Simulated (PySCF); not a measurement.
Cl$_{2}$Pb, triplet, at a GFN2-xTB geometry (such geometries of metal compounds can be far from the true shape) (the spin is typed, not shown lowest) (core potentials on Pb). Base run: PySCF with SVWN5/def2-SV(P).

Here is a job for PySCF.
```python
from pyscf import gto, scf, dft

mol = gto.M(
    atom='''
Pb    0.01144871   -0.01642557    0.68658980
Cl    0.85286476    1.01583236   -1.64722030
Cl   -0.90808794   -0.93660315   -1.66456578
''',
    basis='def2-sv(p)',
    ecp={'Pb': 'def2-sv(p)'},
    spin=2,
    verbose=4,
    symmetry=True,
)

mf = dft.UKS(mol)
mf.xc = 'lda,vwn'
mf.kernel()
mf.analyze()
```

The base run was repeated with changes; each row names its change, and settings that it needs were set with it.

| change | ΔE vs base (eV) | point group used | SCF cycles |
|---|---|---|---|
| base | 0.00 | C2v | 12 |
| irrep_nelec = A1:(12, 12) A2:(2, 3) B1:(5, 4) B2:(10, 8) | 5.27 | C2v | 12 |
| irrep_nelec = A1:(11, 12) A2:(4, 3) B1:(5, 4) B2:(9, 8) | 15.87 | C2v | 13 |
| irrep_nelec = A1:(11, 12) A2:(3, 3) B1:(6, 4) B2:(9, 8) | 13.91 | C2v | 13 |
| symmetry = off | 0.00 | C1 | 13 |
| symmetry_subgroup = C2 | 0.00 | C2 | 12 |
| symmetry_subgroup = Cs | 0.00 | Cs | 13 |
| irrep_nelec = A1:(12, 12) A2:(2, 3) B1:(6, 4) B2:(9, 8) | 13.58 | C2v | 11 |

Open shells are given as the SCF converged; they aren't shown to be the lowest states, and a large step between rows can be another state.
